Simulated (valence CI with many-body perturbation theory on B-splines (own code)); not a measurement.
Sensitivity of CI+MBPT for Tm LXIV

Computed by configuration interaction combined with many-body perturbation theory (CI+MBPT): four valence electrons over a frozen Dirac-Fock core [He], a basis of 6 s, 6 p, 5 d, 3 f, 1 g functions for each j, with the one-electron correlation potential Σ1 (screened to all orders), the two-electron term Σ2, the three-electron term Σ3, Breit, model QED; selected single and double excitations, second order for the rest, scaled by the run's own slope (own B-spline code, finite nucleus).

No measured spectrum was set against this ion. As an estimate, large intervals hold to a few tenths of a per cent, small ones and those within an open d or f shell to about a per cent.

The reference run has the lowest level (2s^2 2p1/2^2) J=0 and an ionisation energy of 15664.6 eV. Its largest variational space holds 9168 state functions.

Levels are named by their leading jj configuration (3d3/2^4 stands for four electrons in 3d with j = 3/2), which in mixed levels can hold well under half, so a name can repeat and another be missing. Letters in brackets count levels of one name in rising energy.

Changed runs:
A. shift of the energy in Σ1 (hartree) 0 → 49.878
B. box radius (bohr) 0.912 → 1.79; cutoff of virtual states (hartree) 9522 → 249000
C. Davidson tolerance 2e-05 → 0.0003
D. scale of Σ2 1 → -1 (bad on purpose)

Excitation energies of the reference run in cm⁻¹, and shifts in cm⁻¹:

```
                     Level  Reference        A       B  C       D
    (2s^2 2p1/2 2p3/2) J=1    8237490      +19    +128  0    +682
    (2s^2 2p1/2 2p3/2) J=2    8382600      +19    +129  0    +138
    (2s 2p1/2^2 2p3/2) J=2   10413600     -7.8    +258  0   +3357
    (2s 2p1/2^2 2p3/2) J=1   11064300     -7.7    +261  0   +5908
        (2s^2 2p3/2^2) J=2   16783700      +38    +260  0    +204
        (2s^2 2p3/2^2) J=0   17243100      +38    +261  0    -975
(2s 2p1/2 2p3/2^2) J=2 [a]   18439800      +11    +382  0   +2609
    (2s 2p1/2 2p3/2^2) J=3   18785500      +11    +385  0   +3032
    (2s 2p1/2 2p3/2^2) J=0   19232900      +12    +383  0   +2039
(2s 2p1/2 2p3/2^2) J=1 [a]   19400900      +11    +388  0   +6857
(2s 2p1/2 2p3/2^2) J=2 [b]   19479400      +11    +388  0   +5941
(2s 2p1/2 2p3/2^2) J=1 [b]   19510500      +12    +387  0   +3968
    Ionisation energy (eV)    15664.6  +0.0081  +0.025  0  +0.061
```

No effect on these energies: C.
